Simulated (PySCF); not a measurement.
## Peak assignment

Molfile (atoms numbered from 1):
```
C9H14
     RDKit          3D

 23 23  0  0  0  0  0  0  0  0999 V2000
   -2.3013   -1.6545    0.1655 C   0  0  0  0  0  0  0  0  0  0  0  0
   -1.0314   -0.8809    0.0746 C   0  0  0  0  0  0  0  0  0  0  0  0
   -0.8263    0.4478    0.0565 C   0  0  0  0  0  0  0  0  0  0  0  0
   -1.8316    1.5473    0.1242 C   0  0  0  0  0  0  0  0  0  0  0  0
    0.6110    0.7156   -0.0443 C   0  0  0  0  0  0  0  0  0  0  0  0
    1.1548    2.1040   -0.0852 C   0  0  0  0  0  0  0  0  0  0  0  0
    1.2782   -0.4510   -0.0876 C   0  0  0  0  0  0  0  0  0  0  0  0
    2.7407   -0.7158   -0.1896 C   0  0  0  0  0  0  0  0  0  0  0  0
    0.2930   -1.5814   -0.0155 C   0  0  0  0  0  0  0  0  0  0  0  0
   -3.1638   -0.9969    0.2261 H   0  0  0  0  0  0  0  0  0  0  0  0
   -2.2947   -2.2948    1.0485 H   0  0  0  0  0  0  0  0  0  0  0  0
   -2.4185   -2.2963   -0.7085 H   0  0  0  0  0  0  0  0  0  0  0  0
   -1.7660    2.1749   -0.7643 H   0  0  0  0  0  0  0  0  0  0  0  0
   -2.8422    1.1544    0.1953 H   0  0  0  0  0  0  0  0  0  0  0  0
   -1.6426    2.1782    0.9926 H   0  0  0  0  0  0  0  0  0  0  0  0
    2.2390    2.1017   -0.1588 H   0  0  0  0  0  0  0  0  0  0  0  0
    0.7510    2.6443   -0.9413 H   0  0  0  0  0  0  0  0  0  0  0  0
    0.8704    2.6483    0.8152 H   0  0  0  0  0  0  0  0  0  0  0  0
    2.9599   -1.2965   -1.0863 H   0  0  0  0  0  0  0  0  0  0  0  0
    3.3098    0.2085   -0.2326 H   0  0  0  0  0  0  0  0  0  0  0  0
    3.0845   -1.2918    0.6704 H   0  0  0  0  0  0  0  0  0  0  0  0
    0.3502   -2.2206   -0.8992 H   0  0  0  0  0  0  0  0  0  0  0  0
    0.4710   -2.2175    0.8545 H   0  0  0  0  0  0  0  0  0  0  0  0
  1  2  1  0
  2  3  2  0
  3  4  1  0
  3  5  1  0
  5  6  1  0
  5  7  2  0
  7  8  1  0
  7  9  1  0
  9  2  1  0
  1 10  1  0
  1 11  1  0
  1 12  1  0
  4 13  1  0
  4 14  1  0
  4 15  1  0
  6 16  1  0
  6 17  1  0
  6 18  1  0
  8 19  1  0
  8 20  1  0
  8 21  1  0
  9 22  1  0
  9 23  1  0
M  END
```

- NMR shieldings at PBE0/pcSseg-1/GIAO
- geometry from GFN2-xTB
- code: PySCF
- one averaged value for each set of equivalent atoms, non-relativistic Hamiltonian, no solvent model, one conformer

Shifts are taken against calculated references (same method and geometry level): TMS for 13C (186.93 ppm) and 1H (31.72 ppm).

Task: Assign these signals to the numbered atoms. 13C{1H} NMR (computed): δ 143.2, 140.4, 52.5, 15.9, 13.5.

Result: 
143.2 → C3/C5, fully substituted alkene carbon: as expected for a trigonal carbon in a double bond
140.4 → C2/C7, fully substituted alkene carbon
52.5 → C9, allylic sp3 CH2: aliphatic region, no heteroatom directly attached
15.9 → C1/C8, allylic methyl carbon: saturated and bonded to C and H only
13.5 → C4/C6, allylic methyl carbon

Task: Assign these signals to the numbered atoms. 1H NMR (400 MHz, computed): δ 2.59 (s, 2H), 2.06 (s, 6H), 1.94 (s, 6H).

Result: 
| δ (ppm) | atoms | environment | reason |
| --- | --- | --- | --- |
| 2.59 | H22/H23 | hydrogen on an allylic sp3 CH2 | allylic position |
| 2.06 | H10/H11/H12/H19/H20/H21 | hydrogen on an allylic methyl carbon | allylic position |
| 1.94 | H13/H14/H15/H16/H17/H18 | hydrogen on an allylic methyl carbon | – |

H10/H11/H12/H19/H20/H21 and H13/H14/H15/H16/H17/H18 lie closer than the usual error of such a calculation, so a measured spectrum could show them in the other order.

Shifts are as computed. Against solution values, carbons near 30 ppm lie about +3 ppm off and those near 130 ppm about +5 ppm. Of 1211 compounds with measured shifts, 218 miss one by over three times the rms of a fit or turn the order of signals round; such compounds aren't used in these exercises. Multiplicities follow the n + 1 count of equivalent neighbours, as no J values were calculated; m marks all less simple cases, F and P coupling included.
